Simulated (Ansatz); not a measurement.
FHSi, SMILES [SiH]F (connectivity only; charge and spin as stated), charge +1, multiplicity 2.

Geometry: TPSSh-D3(BJ)/def2-TZVPD. The multiplicity is an assumed one; other spin states were not compared. The isomer is the one that the SMILES or the coordinates give; other isomers of the formula were not compared.

Two levels are set side by side: PBE/def2-TZVPD (Ansatz, an electronic-structure program) and PBE0/def2-TZVPD (Ansatz). Energy differences of separate SCF runs at the same geometry; the states with an electron removed or added have multiplicity 1 and 1. Differences are taken from unrounded values.

| quantity | PBE0 | PBE | PBE minus PBE0 |
|---|---|---|---|
| vertical ionisation energy (eV) | 18.65 | 18.44 | -0.21 |
| vertical electron affinity (eV) | 9.00 | 8.96 | -0.04 |

On these quantities the two levels nearly agree.
